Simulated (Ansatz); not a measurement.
Computed with Ansatz on PBE0-D4/def2-TZVP structures; ΔE is electronic, products minus reactants. CCSD(T)/CBS is the MP2 limit (def2-TZVPP, def2-QZVPP) plus CCSD(T) − MP2 in def2-TZVPP, frozen cores. This one scheme is used for every species. DFT in def2-TZVPP. For Se outer-core shells are correlated without core-valence functions, which leaves a few kJ/mol of doubt a bond. Scalar relativity is left out up to krypton. One conformer a species, not always the lowest.

`OC[Se]CF` + BH₃ → `B[Se]CF` + CH₃OH  (formal exchange of groups at the Se–C bond)

(1) Is it downhill or uphill in electronic energy at CCSD(T)/CBS, and by how much? (Best estimate.)

(2) What do these levels give: PBE-D4, ωB97X-V, r2SCAN, CCSD/def2-TZVPP, HF/def2-QZVPP, SCS-MP2/def2-QZVPP? (Estimate.)

Largest T1 diagnostic among the species: 0.013.

## Answers

(1) Ansatz gave: Downhill: ΔE = -123.3 kJ/mol.

(2) Ansatz gave: PBE-D4 -125.7, ωB97X-V -117.1, r2SCAN -125.7, CCSD/def2-TZVPP -121.6, HF/def2-QZVPP -116.5, SCS-MP2/def2-QZVPP -118.6 kJ/mol.

In def2-TZVPP, CCSD(T) changes the Hartree–Fock value by −5.4 kJ/mol (the triples alone add −0.5 kJ/mol) and MP2 by −4.6 kJ/mol. The D4 term adds +4.3 kJ/mol with B3LYP and +2.4 kJ/mol with PBE0; it sums over pairs of atoms, weighted by their polarisabilities, and B3LYP, whose exchange is more repulsive, gets the larger term.

B3LYP here is the variant with VWN-RPA as its local correlation; programs differ in this.
